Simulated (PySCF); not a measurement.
```xyz
3
charge 0 multiplicity 1, angstrom
Al    1.2237    0.0000    0.0000
O     2.8166    0.0000    0.0000
Br   -0.9892    0.0000    0.0000
```

Method: PBE0 in PySCF with Al def2-TZVP, O def2-TZVP, Br def2-TZVP; no relativity; density-fitted integrals.

This geometry of AlOBr is a stationary point at this level.

Task: What is the point group?

Result: C∞v.

Task: Is it a minimum?

Result: Yes: all harmonic wavenumbers are real.

Task: Give the ideal-gas entropy at 298.15 K and 1 bar by parts.

Result: translation 168.8, rotation 74.9, vibration 25.1, spin 0.0; total 268.8 J/(mol K).

Task: What is the atomisation energy, with and without zero-point energy?

Result: 856 kJ/mol without, 845 kJ/mol with.

Other isomers or separated fragments may lie lower.
